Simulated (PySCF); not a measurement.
Job for PySCF: R-B3LYP/3-21G on CH2O2 (SMILES O=CO).

```python
from pyscf import gto, scf, dft, mp
from pyscf.data.elements import chemcore

mol = gto.M(
    atom='''
    O     0.93794266    0.14230294    3.73155018
    C     0.06477303    0.42683182    4.50336349
    O    -1.22920204    0.56812499    4.19078299
    H     0.21308397    0.61007662    5.57505572
    H    -1.32833920    0.39955201    3.23527922
    ''',
    basis='3-21g',
    charge=0, spin=0, verbose=3, max_memory=1800)
mf = dft.RKS(mol, xc='b3lyp')
mf.conv_tol = 1e-8
mf.max_cycle = 100
mf.kernel()
if not mf.converged:
    mf = mf.newton().run(mf.mo_coeff, mf.mo_occ)
```

It printed:

```
converged SCF energy = -188.694674018795
```

The calculation finished and met its thresholds.

Cost: roughly 1.0 core-seconds.
